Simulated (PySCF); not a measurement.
Calculation: B3LYP-D3(BJ)/def2-TZVP // PBE0-D4/def2-TZVP run with PySCF 2.14.0. Gas-phase values, no solvent. B3LYP has the VWN-RPA correlation part, as in Gaussian. 

Reference species (SMILES): `[GeH3][SiH2]Cl` (neutral, multiplicity 1).

| Quantity | Value |
|---|---|
| HOMO | -7.94 eV |
| LUMO | -0.62 eV |
| S1 oscillator strength | 0.014 |
| HOMO–LUMO gap | 7.33 eV |

Changed species: `C#C[SiH2]Cl` (X = ethynyl; the reference has X = germyl).

Predict the effect on the HOMO, LUMO, S1 oscillator strength and HOMO–LUMO gap.

the HOMO drops by 0.37 eV, to -8.31 eV; the LUMO drops by 0.38 eV, to -1.00 eV; the S1 oscillator strength decreases by 0.014, to 0.000; the HOMO–LUMO gap falls by 0.02 eV, to 7.31 eV.
